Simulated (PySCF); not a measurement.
A survey of 19F NMR shifts

Level of theory: geometry: GFN2-xTB, σ from GIAO-PBE0/pcSseg-1, in PySCF 2.14.0 with density-fitted response routines (single conformer, rapidly exchanging positions averaged, non-relativistic, gas phase).

Shieldings were converted by a linear fit to measured shifts: 19F (scatter 6.0 ppm rms, 7.0 ppm with the 5 outliers that the fit left out vs CFCl3, solution or neat liquid, with a term for F on sp3 carbon). Occasional misses reach two or three times the rms, and more in compound classes unlike the fitted ones.

**Question.** Give the 19F shifts of `COC(CC(F)(F)F)OC`, `COCCOCC(F)(F)F`, `Cc1nnc(C(F)(F)F)o1`, `C=C[Si@@H]1CC=C(CF)C1`, `C=C[Si@@H]1CC=C(CF)C1`, `FCCC1OCCO1`.

**Answer.** 
```csv
compound,environment,δ (ppm)
COC(CC(F)(F)F)OC,fluorine of a CF3 group (×3),-67.1
COCCOCC(F)(F)F,fluorine of a CF3 group (×3),-70.1
Cc1nnc(C(F)(F)F)o1,fluorine of a CF3 group (×3),-64.8
C=C[Si@@H]1CC=C(CF)C1,fluorine on an sp3 carbon,-220.3
C=C[Si@@H]1CC=C(CF)C1,fluorine on an sp3 carbon,-220.3
FCCC1OCCO1,fluorine on an sp3 carbon,-224.2
```

**Question.** Order these by 19F shift, lowest first.
A. C=CCC(=C)C(=O)C(F)(F)F
B. C#CC1=C(F)OC(=O)C1
C. C#CC[C@@H](C)[Si@@H]1C[C@H]1F

**Answer.** C (-223.9 ppm, fluorine on an sp3 carbon), B (-95.8 ppm, vinylic fluorine), A (-68.1 ppm, fluorine of a CF3 group).
